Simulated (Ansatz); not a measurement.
Born–Oppenheimer molecular dynamics of BClF2H2 (6 atoms, charge 0, multiplicity 1). It starts at the highest image of a converged band, a first-order saddle point between two minima.

The calculation used Ansatz 0.2.0, RKS LDA/def2-SVP.

```
ensemble                      : NVE (velocity Verlet)
time step                     : 0.5 fs
steps asked                   : 200
starting velocities drawn for : 300 K
seed                          : 3234
```

Frames 2.5 fs apart, positions in Å, forces in eV/Å.

Velocities at 50 fs (Å/ps):

```
B -0.50 1.83 -1.90
Cl 0.75 -2.35 0.58
F -1.43 -1.79 2.28
H 25.93 4.23 5.31
F -1.10 4.51 -1.83
H 0.76 7.66 -13.93
```

```xyz
6
Properties=species:S:1:pos:R:3:forces:R:3 time_fs=50 energy_less_start_eV=0.054 T=196
B -0.008 0.019 0.153 -0.44 0.42 -0.05
Cl 0.021 -0.296 1.968 -0.22 0.23 -0.64
F 1.139 -0.169 -0.444 0.25 -0.14 -0.08
H -1.048 0.047 -0.524 0.35 -0.30 0.57
F 0.051 1.929 0.381 0.01 -0.14 0.04
H 0.004 1.753 1.323 0.06 -0.07 0.15
6
Properties=species:S:1:pos:R:3:forces:R:3 time_fs=52.5 energy_less_start_eV=0.085 T=137
B -0.010 0.024 0.149 0.76 0.26 0.96
Cl 0.023 -0.301 1.969 -0.25 0.30 -0.75
F 1.136 -0.174 -0.439 0.48 -0.13 -0.18
H -0.986 0.049 -0.501 -1.07 -0.23 -0.26
F 0.048 1.940 0.376 0.04 -0.03 -0.60
H 0.007 1.768 1.304 0.03 -0.18 0.83
6
Properties=species:S:1:pos:R:3:forces:R:3 time_fs=55 energy_less_start_eV=0.088 T=131
B -0.008 0.031 0.150 0.80 0.23 1.13
Cl 0.024 -0.307 1.968 -0.24 0.40 -0.71
F 1.135 -0.179 -0.434 0.62 -0.09 -0.27
H -0.981 0.037 -0.490 -1.25 -0.19 -0.39
F 0.045 1.951 0.369 0.01 -0.32 0.56
H 0.013 1.775 1.324 0.07 -0.02 -0.33
6
Properties=species:S:1:pos:R:3:forces:R:3 time_fs=57.5 energy_less_start_eV=0.059 T=186
B -0.002 0.040 0.157 -0.68 0.09 0.29
Cl 0.025 -0.311 1.967 -0.20 0.47 -0.61
F 1.135 -0.184 -0.430 0.62 -0.02 -0.33
H -1.042 0.014 -0.497 0.18 -0.10 0.40
F 0.043 1.961 0.365 0.02 -0.50 0.95
H 0.022 1.780 1.328 0.06 0.05 -0.70
6
Properties=species:S:1:pos:R:3:forces:R:3 time_fs=60 energy_less_start_eV=0.086 T=134
B 0.001 0.049 0.166 -1.32 -0.24 -0.21
Cl 0.026 -0.315 1.964 -0.16 0.50 -0.51
F 1.137 -0.190 -0.427 0.37 0.12 -0.28
H -1.096 -0.014 -0.483 1.03 0.06 0.73
F 0.040 1.969 0.362 0.06 -0.36 -0.14
H 0.034 1.786 1.299 0.02 -0.07 0.41
6
Properties=species:S:1:pos:R:3:forces:R:3 time_fs=62.5 energy_less_start_eV=0.065 T=174
B -0.003 0.056 0.173 -0.58 -0.49 -0.17
Cl 0.026 -0.318 1.961 -0.12 0.54 -0.35
F 1.141 -0.195 -0.424 -0.08 0.28 -0.12
H -1.094 -0.040 -0.428 0.69 0.15 0.36
F 0.038 1.976 0.360 0.06 -0.37 -0.41
H 0.048 1.789 1.290 0.03 -0.10 0.69
6
Properties=species:S:1:pos:R:3:forces:R:3 time_fs=65 energy_less_start_eV=0.078 T=150
B -0.010 0.061 0.180 1.15 -0.47 0.29
Cl 0.026 -0.320 1.957 -0.06 0.57 -0.11
F 1.144 -0.199 -0.423 -0.52 0.41 0.05
H -1.056 -0.057 -0.355 -0.65 0.09 -0.49
F 0.036 1.982 0.356 0.07 -0.68 0.78
H 0.063 1.787 1.314 0.00 0.09 -0.51
6
Properties=species:S:1:pos:R:3:forces:R:3 time_fs=67.5 energy_less_start_eV=0.119 T=71
B -0.011 0.063 0.189 1.75 -0.50 0.33
Cl 0.026 -0.320 1.952 0.00 0.56 0.13
F 1.146 -0.202 -0.421 -0.73 0.48 0.11
H -1.053 -0.070 -0.308 -1.10 0.07 -0.83
F 0.034 1.986 0.355 0.09 -0.72 0.85
H 0.079 1.789 1.313 -0.02 0.11 -0.58
6
Properties=species:S:1:pos:R:3:forces:R:3 time_fs=70 energy_less_start_eV=0.095 T=117
B -0.004 0.062 0.198 0.20 -0.71 -0.40
Cl 0.026 -0.320 1.948 0.06 0.49 0.34
F 1.145 -0.203 -0.418 -0.62 0.48 0.04
H -1.106 -0.077 -0.306 0.27 0.23 -0.26
F 0.033 1.988 0.356 0.07 -0.45 -0.33
H 0.094 1.798 1.285 0.03 -0.04 0.61
6
Properties=species:S:1:pos:R:3:forces:R:3 time_fs=72.5 energy_less_start_eV=0.127 T=55
B 0.005 0.058 0.206 -1.06 -0.66 -0.89
Cl 0.026 -0.320 1.945 0.09 0.42 0.54
F 1.143 -0.203 -0.416 -0.33 0.40 -0.09
H -1.145 -0.071 -0.321 1.19 0.28 0.17
F 0.031 1.988 0.357 0.10 -0.43 -0.23
H 0.111 1.804 1.286 0.02 -0.02 0.51
6
Properties=species:S:1:pos:R:3:forces:R:3 time_fs=75 energy_less_start_eV=0.102 T=104
B 0.009 0.050 0.209 -1.07 -0.35 -0.84
Cl 0.026 -0.318 1.942 0.08 0.36 0.70
F 1.139 -0.202 -0.414 -0.01 0.29 -0.21
H -1.119 -0.049 -0.328 0.86 0.16 0.10
F 0.030 1.987 0.357 0.23 -0.60 0.92
H 0.128 1.810 1.313 -0.10 0.13 -0.66
6
Properties=species:S:1:pos:R:3:forces:R:3 time_fs=77.5 energy_less_start_eV=0.075 T=155
B 0.007 0.039 0.208 0.08 -0.09 -0.19
Cl 0.026 -0.316 1.941 0.04 0.29 0.71
F 1.135 -0.199 -0.413 0.29 0.18 -0.30
H -1.047 -0.017 -0.332 -0.54 -0.01 -0.46
F 0.030 1.984 0.359 0.21 -0.43 0.63
H 0.140 1.823 1.308 -0.08 0.06 -0.38
```

Of the whole run (100 fs, mean temperature of the second half 139 K): The conserved energy stayed within 0.13 meV per atom of its start (net change 0.074 meV per atom), so the integration is sound. A run of 0.1 ps of so small a system gives no equilibrium averages. The orbitals stay closed-shell, which can raise the energy where a bond breaks towards radicals; this wasn't checked here.

Run time: 3.3 min on 1 thread of Arm Neoverse V1 (shared host), peak memory 0.11 GiB.
